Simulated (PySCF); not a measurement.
# r2SCAN on Si(2+) (silicon, charge +2)

Configuration: [Ne] 3s2, closed-shell 1S. Calculation: PySCF 2.14, in 6-31G* (4s3p1d, 18 functions); the non-relativistic Hamiltonian (point nucleus).

```
Total energy                                     : -288.4066 hartree
One-electron energy                              : -390.0236 hartree
Hartree (Coulomb) energy                         : 121.8066 hartree
Exchange-correlation energy                      : -20.1897 hartree
Kinetic energy                                   : 287.54221 hartree
⟨S²⟩                                             : 0.0000
⟨L²⟩                                             : 0.000
Sum of ⟨r⟩                                       : 8.530 bohr
Sum of ⟨r²⟩                                      : 11.89 bohr²
Density at the nucleus (Gaussians lack the cusp) : 1660 bohr⁻³
Langevin diamagnetic susceptibility              : -9.42 ×10⁻⁶ cm³/mol
Time after the integrals                         : 0.14 s of wall time on 1 thread of Neoverse-V2 (shared host)
```

```csv
shell,electrons,mean orbital energy (hartree),"rms radius, mean of both spins (bohr)"
1s,2,-66.70722,0.129
2s,2,-6.04564,0.617
2p,6,-4.38905,0.601
3s,2,-1.05477,2.11
```
